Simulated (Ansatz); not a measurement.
F2H3O2Si2 (`O[SiH][Si](O)(F)F`) radical at its PBE0-D4/def2-TZVP geometry, where that method's forces vanish. Charge 0, multiplicity 2.

```csv
atom,x (Å),y (Å),z (Å)
O1,1.573,-0.369,1.648
Si2,0.241,0.584,1.436
Si3,-0.640,0.280,-0.701
O4,-0.536,-1.324,-0.952
F5,-2.150,0.773,-0.771
F6,0.069,1.041,-1.909
H7,1.502,-1.270,1.325
H8,0.664,1.975,1.743
H9,-0.725,-1.690,-1.818
```

(1) For each bond, give half the difference of the two atoms' forces along it (eV/Å; positive pushes the atoms apart) under PBE-D4, r2SCAN-D4, B3LYP-D4, ωB97M-V in def2-TZVPP. (Estimate.)

Results:

(1) The calculation gave: 
```json
{"bond": "O1–Si2", "length (Å)": "1.652", "PBE-D4": "0.43", "r2SCAN-D4": "0.11", "B3LYP-D4": "0.18", "ωB97M-V": "0.17"}
{"bond": "O1–H7", "length (Å)": "0.960", "PBE-D4": "0.34", "r2SCAN-D4": "0.00", "B3LYP-D4": "-0.03", "ωB97M-V": "-0.07"}
{"bond": "Si2–Si3", "length (Å)": "2.331", "PBE-D4": "-0.35", "r2SCAN-D4": "-0.08", "B3LYP-D4": "-0.06", "ωB97M-V": "-0.14"}
{"bond": "Si2–H8", "length (Å)": "1.486", "PBE-D4": "0.10", "r2SCAN-D4": "-0.02", "B3LYP-D4": "-0.12", "ωB97M-V": "-0.14"}
{"bond": "Si3–O4", "length (Å)": "1.627", "PBE-D4": "0.23", "r2SCAN-D4": "0.05", "B3LYP-D4": "0.09", "ωB97M-V": "0.10"}
{"bond": "Si3–F5", "length (Å)": "1.590", "PBE-D4": "0.47", "r2SCAN-D4": "0.05", "B3LYP-D4": "0.16", "ωB97M-V": "0.14"}
{"bond": "Si3–F6", "length (Å)": "1.593", "PBE-D4": "0.48", "r2SCAN-D4": "0.07", "B3LYP-D4": "0.16", "ωB97M-V": "0.12"}
{"bond": "O4–H9", "length (Å)": "0.960", "PBE-D4": "0.31", "r2SCAN-D4": "0.01", "B3LYP-D4": "-0.03", "ωB97M-V": "-0.07"}
```

B3LYP here is the variant with VWN-RPA as its local correlation; programs differ in this.

Computed with Ansatz.
